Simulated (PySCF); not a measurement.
**Electronic absorption of C6H14P2**

Compound: C6H14P2.
Atom-mapped SMILES: `[PH2:1][P:2]1[CH2:3][CH2:4][CH2:5][CH2:6][CH2:7][CH2:8]1` (hydrogens: H9, H10 on P1; H11, H12 on C3; H13, H14 on C4; H15, H16 on C5; H17, H18 on C6; H19, H20 on C7; H21, H22 on C8)

Cartesian coordinates in Å at the PBE0-D3(BJ)/def2-SVP level; atoms count from 1:
```
atom  x, y, z in Å
P1     3.5043   -0.7023    0.4321
P2     1.6873   -0.3000   -0.8048
C3     1.2869    1.3484   -0.0167
C4    -0.0527    1.9460   -0.4366
C5    -1.2966    1.1096   -0.1331
C6    -1.4395   -0.1590   -0.9842
C7    -0.8803   -1.4513   -0.3867
C8     0.5268   -1.3584    0.2076
H9     4.3753    0.0818   -0.3876
H10    3.8391   -1.9109   -0.2548
H11    2.0967    2.0422   -0.2994
H12    1.3309    1.2371    1.0815
H13   -0.1534    2.9257    0.0614
H14   -0.0319    2.1607   -1.5197
H15   -2.1743    1.7520   -0.3085
H16   -1.3278    0.8557    0.9420
H17   -2.5040   -0.3306   -1.2117
H18   -0.9588    0.0216   -1.9625
H19   -0.8914   -2.2221   -1.1748
H20   -1.5615   -1.8159    0.4018
H21    0.4986   -0.9523    1.2330
H22    0.9612   -2.3684    0.2875
```

Computed with PySCF 2.14.0, density-fitted response routines, TDDFT wB97X-D/def2-SVPD, vertical, gas phase, core orbitals frozen in the response.

Q: What does the calculation give for the low-lying excited states?

A: 

```tsv
state	E (eV)	E (kJ/mol)	λ (nm)	f	|μ| (D)	main configurations (H = HOMO, L = LUMO)
S1	5.49	530	225.7	0.175	2.90	H→L (91%)
S2	6.05	583	205.1	0.028	1.11	H→L+3 (77%)
S3	6.23	601	198.9	0.030	1.12	H→L+1 (75%), H→L+6 (8%)
S4	6.25	603	198.2	0.035	1.21	H→L+2 (71%), H→L+6 (13%)
S5	7.20	694	172.3	0.186	2.61	H→L+5 (48%), H-1→L (14%), H→L+8 (10%)
S6	7.28	702	170.4	0.040	1.20	H-1→L (41%), H→L+5 (22%), H-2→L (16%)
S7	7.44	718	166.6	0.0045	0.40	H→L+4 (48%), H→L+8 (18%)
S8	7.52	726	164.8	0.013	0.67	H→L+6 (39%), H→L+9 (15%), H→L+2 (11%)
S9	7.57	730	163.9	0.0041	0.38	H→L+7 (30%), H→L+8 (19%), H→L+4 (9%)
S10	7.83	755	158.4	0.0049	0.40	H-3→L (52%), H-2→L (26%)
```

Triplets, Tamm–Dancoff:

| state | E (eV) | λ (nm) | main configurations (H = HOMO, L = LUMO) |
| --- | --- | --- | --- |
| T1 | 4.40 | 281.6 | H→L (83%) |
| T2 | 5.40 | 229.7 | H→L+2 (40%), H→L+6 (29%), H→L+1 (15%) |
| T3 | 5.51 | 225.1 | H→L+3 (67%), H→L+2 (8%) |
| T4 | 5.83 | 212.6 | H→L+1 (43%), H→L+2 (13%), H-1→L (12%) |

The lowest singlet lies at 5.49 eV (226 nm, ultraviolet) and is strong; its leading configuration is HOMO→LUMO (91%). The strongest level in the table is S5 at 7.20 eV (172 nm, f = 0.186). Löwdin shares by element: HOMO phosphorus 75%, carbon 14% or more; LUMO phosphorus 56%, hydrogen 9% or more (atoms not listed hold the other 34%). Orbital energies (eV): HOMO-3 -10.48, HOMO-2 -10.38, HOMO-1 -9.95, HOMO -8.00, LUMO 1.69, LUMO+1 2.46, LUMO+2 2.48. The listed states span 2.33 eV, and the widest gap between neighbours is 0.94 eV (S4 to S5). Weighted by f, the mean energy of these states is 6.47 eV. The vertical ionisation energy (ΔSCF) is 8.08 eV, 0.26 eV above S10. Singlets were solved by full linear response, triplets in the Tamm–Dancoff approximation.

One conformer stands for the species.

Without π bonds the low states are Rydberg-like; a valence basis with one diffuse set may place them up to an eV too high.
